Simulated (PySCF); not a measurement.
## First hyperpolarisability: SMILES C(C)(=C=CC#N)C(Cl)Cl, C6H5Cl2N

Molfile (atoms numbered from 1):
```
C6H5Cl2N
     RDKit          3D

 14 13  0  0  0  0  0  0  0  0999 V2000
   -1.3031   -1.2239    0.4814 C   0  0  0  0  0  0  0  0  0  0  0  0
   -0.4845   -0.0132    0.1317 C   0  0  0  0  0  0  0  0  0  0  0  0
    0.8127    0.0102    0.2006 C   0  0  0  0  0  0  0  0  0  0  0  0
    2.1174    0.0111    0.2134 C   0  0  0  0  0  0  0  0  0  0  0  0
    2.8682   -0.3541   -0.9258 C   0  0  0  0  0  0  0  0  0  0  0  0
    3.4888   -0.6502   -1.8419 N   0  0  0  0  0  0  0  0  0  0  0  0
   -1.2759    1.1989   -0.2593 C   0  0  0  0  0  0  0  0  0  0  0  0
   -1.9599    1.9580    1.2180 Cl  0  0  0  0  0  0  0  0  0  0  0  0
   -0.2936    2.3979   -1.1267 Cl  0  0  0  0  0  0  0  0  0  0  0  0
   -0.6726   -2.0047    0.8957 H   0  0  0  0  0  0  0  0  0  0  0  0
   -1.7950   -1.6050   -0.4124 H   0  0  0  0  0  0  0  0  0  0  0  0
   -2.0669   -0.9537    1.2077 H   0  0  0  0  0  0  0  0  0  0  0  0
    2.6885    0.2907    1.0899 H   0  0  0  0  0  0  0  0  0  0  0  0
   -2.1248    0.9376   -0.8944 H   0  0  0  0  0  0  0  0  0  0  0  0
  1  2  1  0
  2  3  2  0
  3  4  2  0
  4  5  1  0
  5  6  3  0
  2  7  1  0
  7  8  1  0
  7  9  1  0
  1 10  1  0
  1 11  1  0
  1 12  1  0
  4 13  1  0
  7 14  1  0
M  END
```

Method: quadratic response CAM-B3LYP/aug-cc-pVDZ first hyperpolarisability, Taylor convention, gas phase (PySCF). Geometry: GFN2-xTB.

(1) What is the first hyperpolarisability, and how does it disperse?

(2) Which lowest excitations, dipole and polarisabilities go with it?

Results:

(1) In au, Taylor convention; the vector part is βᵢ = ⅓ Σⱼ (βᵢⱼⱼ + βⱼᵢⱼ + βⱼⱼᵢ); β∥ is 3/5 of the vector part along the dipole, the dipole points from − to +:
```
                   process  λ (nm)  β vector norm     β∥  β HRS  depolarisation ratio
           static β(0;0,0)       ∞           52.6  -16.5   28.1                  2.84
second harmonic β(−2ω;ω,ω)    1064           72.1  -24.1   35.6                  3.24
         Pockels β(−ω;ω,0)    1064           58.3  -18.7      –                     –
second harmonic β(−2ω;ω,ω)     800           93.1  -32.4   43.8                  3.56
         Pockels β(−ω;ω,0)     800           63.2  -20.6      –                     –
```

(2) S1 5.24 eV (f = 0.002); S2 5.86 eV (f = 0.004); S3 6.36 eV (f = 0.546); dipole 4.21 D; isotropic α 108.1 au static, 109.4 au at 1064 nm, 110.4 au at 800 nm, 113.4 au at 532 nm, 118.3 au at 400 nm.
